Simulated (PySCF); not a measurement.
LaH3: fields on a plane

Computed with PySCF, r2SCAN, basis La def2-TZVP with ECP46, H def2-TZVP (scalar-relativistic core potentials, no spin–orbit coupling, density fitting).

The singlet minimum has La–H 2.121 Å (×3); H–La–H 110.5° (×3).

The plane holds La1 at (0.00, 0.00), H2 at (2.12, 0.00), H3 at (-0.74, 1.99) Å. Columns run from x = -2.85 to 4.35 Å, rows from y = 4.35 (top) to -1.95 Å, in steps of 0.3 Å. Other isomers or separated fragments may lie lower. Core electrons replaced by a potential are absent, the electrostatic potential uses the reduced nuclear charge, and values within about 0.7 Å of such atoms have no physical meaning.

**Question.** Give the electron localisation function (set to 0 where the density is under 0.005 e/Å³). Lower edges of the bins: '0' 0.000, '1' 0.100, '2' 0.200, '3' 0.300, '4' 0.400, '5' 0.500, '6' 0.600, '7' 0.700, '8' 0.800, '9' 0.900; top 1.00.

**Answer.** 
```
0000000000000000000000000
0000000000000000000000000
0000000700000000000000000
0000899999800000000000000
0008999999990000000000000
0089999999997000000000000
0099999999997100000000000
0699999999995000000000000
0699999999971000000000000
0589999999620000378700000
0258999874210003899980000
0012333345652017999998000
0000012578886239999999000
0000037884488449999999800
0000268950048559999999900
0000279950048559999999900
0000158884588449999999800
0000014688997228999999000
0000000258886116999998000
0000000014663003899980000
0000000001220001478700000
0000000000000000100000000
```

**Question.** Give the electron density (e/Å³) (cut at 5 e/Å³). Lower edges of the bins (e/Å³): '_' 0.000, '.' 0.014, ':' 0.036, '-' 0.071, '=' 0.126, '+' 0.214, '*' 0.352, '#' 0.573, '%' 0.921, '@' 1.474; top 2.35, each point printed twice.

**Answer.** 
```
__________________________________________________
__________________________________________________
__________________________________________________
______________..__________________________________
__________....::......____________________________
________..::------::....__________________________
______..::--++++++==::..__________________________
______..--++**%%##++--::..________________________
____..::--++##@@%%**==::..________________________
____..::--++##%%##**==--....______________________
______..--==++******++==::............____________
______..::--++**######**==--::----::::....________
______..::--++##%%@@@@%%##++========--::..________
______..::==**%%@@##%%@@%%**++******++--::..______
______..::==##@@%%....##@@##**##%%%%**==::..______
______..::==##@@%%....##@@##**##%%%%**==::..______
______..::==**%%@@##%%@@%%**++******++--::..______
________..--++##%%@@@@%%##++========--::..________
________..::--==**####**++----------::....________
__________....::--======--::..........____________
____________....::::::::........__________________
________________........__________________________
```

Stability towards spin polarisation was not tested.
